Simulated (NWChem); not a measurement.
C3H3 cation

```xyz
6

C      0.0000     0.0000    -1.3386
C      0.0000     0.0000    -0.1033
C      0.0000     0.0000     1.2447
H      0.0000     0.0000    -2.4259
H      0.0000     0.9468     1.8079
H      0.0000    -0.9468     1.8079
```
Atoms are numbered in this order, from 1.

Results from NWChem. Pople sets run with spherical d functions. Coordinates come from a PBE0/def2-SVP optimisation. B3LYP is NWChem's, with the RPA form of VWN correlation. Atomic charges in e: unrestrained fits to the electrostatic potential beside Mulliken populations; buried atoms are poorly determined by the fit.

For level Hartree-Fock/6-31G*:

```yaml
Mulliken C2: 0.09
Mulliken C3: -0.18
```

Question: Estimate the same quantities for level B3LYP/def2-SVP.

Answer: The Mulliken C2 is 0.30 and the Mulliken C3 is 0.13.
